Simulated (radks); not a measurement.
Dipole-allowed excitations along the series with 12 electrons in [Ne] 3s2. All-electron calculation, non-relativistic Kohn-Sham, LDA (Slater exchange, VWN5 correlation), spin-polarised, spherical densities, point nucleus. Program: a radial shooting solver on a logarithmic mesh with Libxc functionals. Time-dependent linear response with the Hartree and adiabatic LDA kernel, continuum included through the Sternheimer equations. Lines are the poles of the dipole polarisability below minus the highest occupied eigenvalue, found on a grid refined at the orbital gaps; the lowest seven at most are given, and weak or close lines can be missed. The first line takes the name of the lowest orbital gap if no other gap lies below it; otherwise a line is named after a gap within 0.6 % of it, if that gap stands alone.

species  -e(HOMO) (eV)  lowest orbital gap (eV)  first line (eV)      f  static alpha (bohr^3)
Co15+           492.04             3s-3p 34.693   43.760 (3s-3p)  0.686                 0.2775
Ni16+           549.06             3s-3p 36.716   46.260 (3s-3p)  0.657                 0.2377
Cu17+           609.11             3s-3p 38.738   48.758 (3s-3p)  0.631                 0.2053
Zn18+           672.18             3s-3p 40.758   51.252 (3s-3p)  0.606                 0.1785
Ga19+           738.29             3s-3p 42.778   53.744 (3s-3p)  0.584                 0.1562

Estimate the first line of Ge20+, its oscillator strength and the static polarisability.

Answer. 56.235 eV (3s-3p), f = 0.563, alpha = 0.1374 bohr^3.
